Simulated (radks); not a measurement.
Excited configurations of Cr I: one electron is placed in a higher orbital outside [Ar] 3d5. The ground configuration is [Ar] 3d5 4s1. Calculated with a radial shooting solver on a logarithmic mesh with Libxc functionals: scalar-relativistic Kohn-Sham, PBE, spin-polarised, spherical densities, point nucleus; open shells are filled with parallel spins first. Excitation = E - E(ground); binding = E(ion) - E, where the ion is the core of charge +1; n* = 1/sqrt(2 binding) in atomic units, and the quantum defect is n - n*.

outer orbital,excitation (eV),binding (eV),n*,quantum defect,eigenvalue (eV)
4f,6.430,0.966,3.753,0.247,-0.480
5s,4.876,2.519,2.324,2.676,-1.544
5p,5.541,1.854,2.709,2.291,-1.099
6s,6.041,1.354,3.169,2.831,-0.860
6d,6.682,0.714,4.365,1.635,-0.455
7s,6.537,0.859,3.980,3.020,-0.571
7p,6.682,0.713,4.368,2.632,-0.476

The Delta-SCF ionisation energy is 7.396 eV (NIST Atomic Spectra Database: 6.767 eV, measured). Self-interaction in the functional shifts the binding energies and quantum defects, so they are the method's values and not measured ones. Open shells are spherical and high-spin; term and fine-structure splittings are not resolved.
